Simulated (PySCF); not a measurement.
Q: Give a PBE0-D3(BJ)/def2-SVP geometry of `c1cc(C=O)ccc1CC(F)(F)F`.

A: 
```xyz
20
C9H7F3O angstrom
O      4.1359   -0.5191   -1.4972
C      3.5476    0.1266   -0.6673
C      2.1086   -0.0217   -0.3557
C      1.5145    0.7756    0.6263
C      0.1618    0.6363    0.9175
C     -0.6139   -0.3051    0.2325
C     -2.0854   -0.4238    0.5119
C     -2.9082    0.5622   -0.2861
F     -2.7302    0.3995   -1.5991
F     -4.2107    0.4073   -0.0331
F     -2.5867    1.8245    0.0125
C     -0.0140   -1.0992   -0.7548
C      1.3355   -0.9623   -1.0464
H      4.0753    0.9076   -0.0610
H      2.1199    1.5110    1.1642
H     -0.3011    1.2656    1.6812
H     -2.3085   -0.2424    1.5730
H     -2.4582   -1.4263    0.2589
H     -0.6186   -1.8297   -1.2982
H      1.8217   -1.5734   -1.8102
```

Orientation and origin are arbitrary. Atoms count from 1 in this order. All 3 C–F bonds measure 1.335 to 1.336 Å. The 6-membered ring C3–C4–C5–C6–C12–C13 has internal angles of 119.3° to 120.6° (sum 720°, against 720° for a flat polygon); it is planar, 0.00 Å rms from its mean plane, widest ring torsion 0°. Of the pairs four or more bonds apart, O1···H20 is among the closest relative to their van der Waals radii: 2.56 Å, 94 % of the sum of Bondi's values. The 9 C–C bonds span 1.387 Å (C12–C13, aromatic) to 1.512 Å (C7–C8, drawn single), a spread of 0.125 Å.

Bonds between heavy atoms (Å): O1=C2 1.205, C2–C3 1.480, C3–C4 1.398, C4–C5 1.391, C5–C6 1.399, C6–C7 1.502, C7–C8 1.512, C8–F9 1.335, C8–F10 1.336, C8–F11 1.336, C6–C12 1.402, C12–C13 1.387, C3–C13 1.400.

Theory: PBE0-D3(BJ)/def2-SVP geometry optimisation, gas phase in PySCF 2.14.0.

Point group: C1 (no symmetry element, even within 0.4 Å). PBE0-D3(BJ)/def2-SVP frequencies: not computed here. The numbers are those of one conformer (O1–C2–C3–C4 180°, C5–C6–C7–C8 85°).
